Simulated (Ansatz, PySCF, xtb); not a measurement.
Noncovalent pair: HF (SMILES F) (first 2 atoms) with CH2F2 (SMILES FCF); geometry from B3LYP-D3(BJ)/def2-TZVP, rigid monomers moved along the line of their centres of mass till H2···F3 is 1.66 Å.
(charge 0, multiplicity 1):
```xyz
7

F     -0.12660     0.09559    -0.06366
H      0.19282     0.62387     0.63389
F      0.74227     0.87811     2.17683
C      0.37521    -0.20107     2.96105
F     -0.72737     0.14944     3.66108
H      1.19534    -0.39964     3.65003
H      0.13710    -1.03168     2.29738
```

Counterpoise-corrected where a basis set is named; no monomer relaxation.

Correlated levels freeze the cores. CBS(a, b) extrapolates the correlation energy as X⁻³ and adds the Hartree–Fock energy of set b. Rows in 6-31G* carry no dispersion term and start afresh at each structure (6-31G* with six Cartesian d functions).

The values were computed with Ansatz (Gaussian basis) for Hartree–Fock, density functionals and correlated methods; PySCF for 6-31G* rows, the dispersion terms; xtb for the GFN methods. Values without a source in brackets are computed.

```json
[
 {"level": "GFN-FF", "interaction energy (kJ/mol)": "-10.2"},
 {"level": "HF/6-31G*", "interaction energy (kJ/mol)": "-8.0"},
 {"level": "PBE/def2-TZVPPD", "interaction energy (kJ/mol)": "-13.0"},
 {"level": "PBE-D3(BJ)/def2-TZVPPD", "interaction energy (kJ/mol)": "-15.3"},
 {"level": "r2SCAN-D4/def2-TZVPPD", "interaction energy (kJ/mol)": "-17.6"},
 {"level": "B3LYP/def2-TZVPPD", "interaction energy (kJ/mol)": "-12.1"},
 {"level": "B3LYP-D3(BJ)/def2-TZVPPD", "interaction energy (kJ/mol)": "-15.7"},
 {"level": "SCS-MP2/aug-cc-pVDZ", "interaction energy (kJ/mol)": "-8.2"},
 {"level": "MP2/CBS(aug-cc-pVDZ, aug-cc-pVTZ) + ΔCCSD(T)/aug-cc-pVDZ", "interaction energy (kJ/mol)": "(withheld)"}
]
```

**Question.** Complete the blanks.

**Answer.** 
- MP2/CBS(aug-cc-pVDZ, aug-cc-pVTZ) + ΔCCSD(T)/aug-cc-pVDZ, interaction energy (kJ/mol): -14.4

Ansatz is a first-principles code.
